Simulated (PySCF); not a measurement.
## Two-component Hartree-Fock for Te(25+) (tellurium, charge +25)

Start: [Ar] 3d9; 3d3/2 filled at m_j = -3/2, -1/2, +1/2, +3/2; 3d5/2 filled at m_j = -3/2, -1/2, +1/2, +3/2, +5/2. Calculated with PySCF 2.14 in an uncontracted even-tempered set (17 s from 3.5 bohr⁻², ratio 2.8; 12 p from 4.5 bohr⁻², ratio 2.8; 8 d from 4.5 bohr⁻², ratio 2.8; 3 f from 19 bohr⁻², ratio 3): generalised Hartree-Fock with the X2C-1e Hamiltonian and a Gaussian nucleus; one run each with spin-orbit coupling (SO) switched off, then screened by Boettger's factors.

```csv
spinor shell,electrons,"ε, spin-free (eV)","ε, screened SO (eV)",weight of nominal j (screened SO),"rms radius, screened SO (bohr)"
1s1/2,2,-32836.2,-32833.0,1.000,0.0318
2s1/2,2,-5839.9,-5838.8,1.000,0.129
2p1/2,2,-5325.0,-5517.9,1.000,0.112
2p3/2,4,-5325.0,-5237.3,1.000,0.117
3s1/2,2,-1810.1,-1809.8,1.000,0.335
3p1/2,2,-1638.1,-1679.1,0.998,0.327
3p3/2,4,-1638.1,-1619.3,0.999,0.337
3d3/2,4,-1390.4,-1398.0,0.976,0.306
3d5/2,5,-1390.4,-1384.9,0.981,0.309
```

```json
{"quantity": "E (hartree)", "spin-free": "-6474.20929", "screened SO": "-6476.23169"}
{"quantity": "M_J", "spin-free": "5/2", "screened SO": "5/2"}
{"quantity": "⟨J²⟩", "spin-free": "8.750", "screened SO": "8.750"}
{"quantity": "⟨L²⟩", "spin-free": "6.000", "screened SO": "6.014"}
{"quantity": "⟨S²⟩", "spin-free": "0.750", "screened SO": "0.763"}
```

Each row is a mean over spinors that exchange with the open shell spreads, by up to 17.919 eV (3p3/2).

Breit and QED terms are absent; they matter most for the inner s and p1/2 levels.

Densities and radii are taken from the X2C orbitals without a picture-change correction, which distorts them close to the nucleus.

Without spin-orbit coupling the j labels of p, d and f shells carry no meaning; the spin-free column gives the mean over the occupied spinors of each nl shell.
